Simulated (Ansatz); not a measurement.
Two isomers of C3H10Si2: A = `[SiH3]C[SiH]1CC1`, B = `C/C=C/[SiH2][SiH3]`.

Computed with Ansatz on PBE0-D4/def2-TZVP structures; ΔE is electronic, products minus reactants. CCSD(T)/CBS is the MP2 limit (def2-TZVPP, def2-QZVPP) plus CCSD(T) − MP2 in def2-TZVPP, frozen cores. Functionals use def2-TZVPP. B3LYP here is the variant with VWN-RPA as its local correlation; programs differ in this. One conformer a species, not always the lowest.

(1) Which isomer does CCSD(T)/CBS put lower? Give the gap. (Best estimate.)

(2) Give E(B) − E(A) in kJ/mol with CCSD/def2-TZVPP, HF/def2-TZVPP, MP2/def2-TZVPP, ωB97M-V, B3LYP, CCSD(T)/def2-TZVPP, PBE0-D4. (An estimate is asked.)

Largest T1 diagnostic: 0.012.

Results:

(1) The calculation gave: B, by 4.3 kJ/mol.

(2) Computed: CCSD/def2-TZVPP -7.8, HF/def2-TZVPP -34.0, MP2/def2-TZVPP 10.7, ωB97M-V 7.6, B3LYP -19.7, CCSD(T)/def2-TZVPP -6.6, PBE0-D4 1.5. The order is the other way round with MP2/def2-TZVPP, ωB97M-V, PBE0-D4.

From PBE to PBE0 (25 % exact exchange), in def2-TZVPP and without D4, E(B) − E(A) moves by +6.6 kJ/mol. The D4 term adds +3.3 kJ/mol with B3LYP and +1.6 kJ/mol with PBE0; it sums over pairs of atoms, weighted by their polarisabilities, and B3LYP, whose exchange is more repulsive, gets the larger term.
